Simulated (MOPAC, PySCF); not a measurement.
H$_{4}$Ge, SMILES `[GeH4]`, neutral singlet in the gas phase. 

Cartesian coordinates (Å):
SMILES: [GeH4]
```xyz
5

Ge     0.0000     0.0000     0.0000
H      0.2353    -1.1987    -0.9283
H      1.2685     0.2683     0.8204
H     -1.1664    -0.3084     0.9479
H     -0.3374     1.2388    -0.8399
```
Charge 0, spin multiplicity 1.

All levels are single points at this geometry (PBE0-D3(BJ)/def2-TZVP); Pople sets use spherical d functions. Orbital energies aren't observables, and empty levels follow the basis.

| level | HOMO (eV) | LUMO (eV) | gap (eV) | dipole (D) | vertical IE, Delta-SCF (eV) |
|---|---|---|---|---|---|
| TPSSh-D3(BJ)/def2-TZVP in PySCF | -9.08 | 0.78 | 9.86 | 0.00 | 12.15 |
| B3LYP/3-21G in PySCF | -9.39 | 1.82 | 11.21 | 0.00 | – |
| B3LYP/6-31G* in PySCF | -9.38 | 1.57 | 10.95 | 0.00 | 12.20 |
| BP86/6-31G* in PySCF | -8.40 | 1.00 | 9.41 | 0.00 | – |
| HF/3-21G in PySCF | -12.80 | 4.93 | 17.73 | 0.00 | – |
| AM1 in MOPAC | -11.53 | 0.91 | 12.45 | 0.00 | – |
